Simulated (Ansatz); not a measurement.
Reaction (SMILES): CCCC + 3 [H][H] (H2) -> 4 C (CH4)
Structures are relaxed separately at B3LYP-D3(BJ)/def2-TZVP in Ansatz (a quantum-chemistry and plane-wave program), one conformer each, not searched for the lowest.

Wanted: energy of full hydrogenation (electronic energy difference), in kcal/mol. Cores are frozen in the correlated levels unless marked. No spin-orbit coupling. Non-relativistic. CBS(X,Y): correlation extrapolated as X^-3; Hartree-Fock from the larger set. [CCSD(T)-MP2]/basis is that difference in the basis named.

```json
[
 {"level": "HF/6-31G*", "program": "Ansatz", "energy of full hydrogenation (kcal/mol)": "-64.1"},
 {"level": "PBE0-D4/def2-TZVP", "program": "Ansatz + dftd4", "energy of full hydrogenation (kcal/mol)": "-50.9"},
 {"level": "BHLYP-D3(BJ)/def2-TZVPD", "program": "Ansatz + dftd3", "energy of full hydrogenation (kcal/mol)": "-54.3"},
 {"level": "r2SCAN0-D4/def2-TZVPD", "program": "Ansatz + dftd4", "energy of full hydrogenation (kcal/mol)": "-52.0"},
 {"level": "CAM-B3LYP-D3(BJ)/def2-TZVPD", "program": "Ansatz + dftd3", "energy of full hydrogenation (kcal/mol)": "-53.4"},
 {"level": "RPA@PBE/cc-pVTZ", "program": "Ansatz", "energy of full hydrogenation (kcal/mol)": "-49.2"},
 {"level": "RI-MP2/aug-cc-pVTZ", "program": "Ansatz", "energy of full hydrogenation (kcal/mol)": "-48.7"}
]
```

What does RI-MP2/CBS(cc-pVTZ,cc-pVQZ)+[CCSD(T)-MP2]/cc-pVTZ (Ansatz) give?

-50.4 kcal/mol
